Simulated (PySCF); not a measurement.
Input of a run (PBE0-D3(BJ)/def2-SVP geometry optimisation, gas phase (PySCF 2.14.0)), started from a GFN2-xTB structure with every atom displaced at random (by about 0.01 Å):
```
{"job": {"xc": "PBE0", "basis": "def2-SVP", "d3": "d3bj", "grid": 1, "shake": 0.01, "kind": "geom"}, "charge": 0, "multiplicity": 1}
F      2.767020     0.447850     1.299910
Si     1.790780    -0.015370     0.100650
N      0.379870     0.972740     0.377110
C     -0.787450     0.848620     0.226250
C     -1.495520    -0.439430    -0.281240
F     -1.076660    -0.745700    -1.509540
F     -1.204380    -1.488480     0.510760
F     -2.807660    -0.313340    -0.326780
H      1.666580    -1.440760     0.277420
H      2.328890     0.491360    -1.136830
H     -1.523380     1.656680     0.446630
```

Output (energies in Eh, forces in Eh/bohr):
```
step   0  E = -820.53350352  max force = 0.133944
step   1  E = -820.54429367  max force = 0.032809
step   2  E = -820.54516861  max force = 0.010206
step   3  E = -820.54513836  max force = 0.007106
step   4  E = -820.54544072  max force = 0.005399
step   5  E = -820.54554537  max force = 0.003028
step   6  E = -820.54593316  max force = 0.002060
step   7  E = -820.54634825  max force = 0.005564
step   8  E = -820.54663667  max force = 0.006888
step   9  E = -820.54716050  max force = 0.007134
step  10  E = -820.54754867  max force = 0.005938
step  11  E = -820.54782233  max force = 0.002192
step  12  E = -820.54785357  max force = 0.002403
step  13  E = -820.54786844  max force = 0.001914
step  14  E = -820.54791531  max force = 0.000901
step  15  E = -820.54791995  max force = 0.001521
step  16  E = -820.54792239  max force = 0.001459
step  17  E = -820.54792975  max force = 0.000723
step  18  E = -820.54793366  max force = 0.000371
optimisation converged
```

Q: Summarise the run.

A: The energy falls by 37.9 kJ/mol over 19 energy and gradient evaluations, the largest force component goes from 0.1339 to 3.7e-04 Eh/bohr, and the atoms move by 0.673 Å rms after alignment. The bond that changes most is N3=C4 (C=N nitrogen to C=N carbon), which lengthens by 0.067 Å. Bonds longer at the end by more than 0.005 Å: 4 of 10; shorter: 3. Among the angles that change most is N3–Si2–H9, from 118.1° to 111.2°. Among the dihedrals that turn most is N3–C4–C5–F7, from 57° to 120°. The energy rose by more than 1e-6 Eh at step 3. The first step brought 75 % of the lowering.

Q: What are the final bond lengths?

A: F1–Si2 1.618 Å, Si2–N3 1.742 Å, N3=C4 1.250 Å, C4–C5 1.522 Å, C5–F6 1.333 Å, C5–F7 1.331 Å, C5–F8 1.331 Å, Si2–H9 1.484 Å, Si2–H10 1.484 Å, C4–H11 1.107 Å. Numbering counts from 1 in the input's order; the species is `F[SiH2]/N=C\C(F)(F)F`.

The run used 131 basis functions and 140 SCF cycles in all. The run took 3.4 min of wall time on one thread of an Arm Neoverse N1, no GPU, on a shared host, and the process peaked at 0.55 GiB of memory.

Not checked by PBE0-D3(BJ)/def2-SVP frequencies. The numbers are those of one conformer.
